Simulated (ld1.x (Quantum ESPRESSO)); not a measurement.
## Configuration tests for Ge (ultrasoft)

| Quantity | Value |
| --- | --- |
| Element | germanium |
| Generator | ld1.x (Quantum ESPRESSO) 7.5 |
| Type | ultrasoft |
| Functional | PW91 |
| Relativity | fully relativistic |
| Frozen core | [Ar] 3d10 |
| Valence charge | 4 |
| Reference configuration | 4s2 4p2 |
| Partial waves | 4s (bound): rcut 1.65, rcutus 1.80 bohr; 4s channel at 3.1 Ry: rcut 1.65, rcutus 1.80 bohr; 4p (bound): rcut 1.55, rcutus 1.65 bohr; 4p channel at 1.9 Ry: rcut 1.55, rcutus 1.65 bohr |
| Local potential | all-electron potential smoothed inside 1.45 bohr (lloc = -2) |
| Core correction | Bessel-smoothed model core, default radius (core density twice the valence density) |
| Augmentation charge | built from norm-conserving waves at rcut, not smoothed further |

Open shells are filled in proportion to 2j + 1 (rel_dist='average').

Energies are relative to the spin-unpolarised reference configuration 4s2 4p2; without spin polarisation the order of configurations can differ from experiment.

(1) Give the all-electron excitation energy and the error of the potential for: 4s2 4p1; 4s2 4p0; 4s1 4p0; 4s2 4p1.5; 4s2 4p2.3; 4s0 4p4; 4s1 4p2.

Answers

(1)

```json
{"valence configuration": "4s2 4p1", "charge": "+1", "ΔE all-electron (eV)": "7.504", "error AE − PS (meV)": "-6.2"}
{"valence configuration": "4s2 4p0", "charge": "+2", "ΔE all-electron (eV)": "23.032", "error AE − PS (meV)": "-55"}
{"valence configuration": "4s1 4p0", "charge": "+3", "ΔE all-electron (eV)": "57.932", "error AE − PS (meV)": "-298"}
{"valence configuration": "4s2 4p1.5", "charge": "+0.5", "ΔE all-electron (eV)": "2.829", "error AE − PS (meV)": "-0.9"}
{"valence configuration": "4s2 4p2.3", "charge": "-0.3", "ΔE all-electron (eV)": "-0.896", "error AE − PS (meV)": "-0.1"}
{"valence configuration": "4s0 4p4", "charge": "0", "ΔE all-electron (eV)": "16.246", "error AE − PS (meV)": "-40"}
{"valence configuration": "4s1 4p2", "charge": "+1", "ΔE all-electron (eV)": "16.245", "error AE − PS (meV)": "-29"}
```
